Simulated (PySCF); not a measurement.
SMILES OB(O)c1cccc([SiH3])c1 (GFN2-xTB optimised geometry):

```
19

O     -3.160    -1.615     0.060
B     -1.814    -1.706    -0.006
O     -1.268    -2.954    -0.077
C     -0.965    -0.371     0.000
C     -1.610     0.867     0.002
C     -0.888     2.046     0.002
C      0.495     2.011     0.000
C      1.179     0.800     0.000
Si     3.063     0.730     0.024
C      0.428    -0.371     0.000
H     -3.601    -2.465     0.050
H     -0.315    -2.996    -0.126
H     -2.689     0.885     0.004
H     -1.404     2.996     0.002
H      1.054     2.937    -0.003
H      3.517    -0.317    -0.897
H      3.523     0.407     1.379
H      3.601     2.027    -0.387
H      0.960    -1.317     0.001
```

Method: PBE0/def2-SVP (PySCF).

Task: What are the frontier orbital energies and the dipole moment?

Result: HOMO-2 -8.68 eV, HOMO-1 -7.44 eV, HOMO -7.35 eV, LUMO -0.80 eV, LUMO+1 -0.46 eV; dipole moment 0.63 D.

Meta-Löwdin charges at PBE0/def2-SVP: O1 -0.48, B2 0.40, O3 -0.49, C4 -0.11, C5 -0.07, C6 -0.11, C7 -0.09, C8 -0.22, Si9 0.47, C10 -0.08, H11 0.33, H12 0.33, H13 0.12, H14 0.11, H15 0.10, H16 -0.10, H17 -0.10, H18 -0.09, H19 0.08.
